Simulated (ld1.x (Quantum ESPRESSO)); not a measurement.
## u(r) = r·R(r): atom against pseudo-atom (ruthenium)

Columns: radius, all-electron u(r) and pseudo u(r) of the 5p shell (level -0.74 eV) of ruthenium in the configuration [Kr] 4d7.5 5s0.5 5p0; BLYP, scalar-relativistic, TM scheme, ld1.x (Quantum ESPRESSO) 7.5.

| r (bohr) | all-electron | pseudo |
| --- | --- | --- |
| 0.210 | -0.0584 | -0.0028 |
| 0.420 | -0.0389 | -0.0112 |
| 0.630 | 0.0945 | -0.0250 |
| 0.840 | 0.1486 | -0.0440 |
| 1.050 | 0.1239 | -0.0678 |
| 1.260 | 0.0584 | -0.0960 |
| 1.470 | -0.0196 | -0.1279 |
| 1.680 | -0.0958 | -0.1629 |
| 1.890 | -0.1644 | -0.1998 |
| 2.100 | -0.2234 | -0.2375 |
| 2.310 | -0.2729 | -0.2746 |
| 2.520 | -0.3136 | -0.3095 |
| 2.730 | -0.3466 | -0.3411 |
| 2.940 | -0.3727 | -0.3682 |
| 3.150 | -0.3929 | -0.3900 |
| 3.360 | -0.4080 | -0.4066 |
| 3.570 | -0.4187 | -0.4182 |
| 3.780 | -0.4257 | -0.4256 |
| 3.990 | -0.4294 | -0.4294 |
| 4.200 | -0.4304 | -0.4304 |
| 4.410 | -0.4291 | -0.4291 |
| 4.620 | -0.4257 | -0.4257 |
| 4.830 | -0.4206 | -0.4206 |
| 5.040 | -0.4141 | -0.4141 |
| 5.250 | -0.4063 | -0.4063 |
| 5.460 | -0.3976 | -0.3976 |

Problem. How many radial nodes do the two functions have?

Solution. The all-electron 5p function has n − l − 1 = 3 (the table is too coarse to show those close to the nucleus); the pseudo-wave has 0, since the states of the same l below it are removed with the core.

Problem. At about which radius was the pseudo-wave matched?

Solution. 4.20 bohr. The columns agree to 0.0005 from 3.78 bohr on; several derivatives are matched, so the curves merge somewhat inside the radius.

Problem. Where does each function peak?

Solution. Outermost all-electron maximum near 4.20 bohr, pseudo maximum near 4.20 bohr (to the table’s step).

Problem. Is the pseudo-wave norm-conserving?

Solution. Yes: the TM scheme keeps the norm inside the radius equal to the all-electron one, which fixes the energy derivative of the logarithmic derivative at the level.
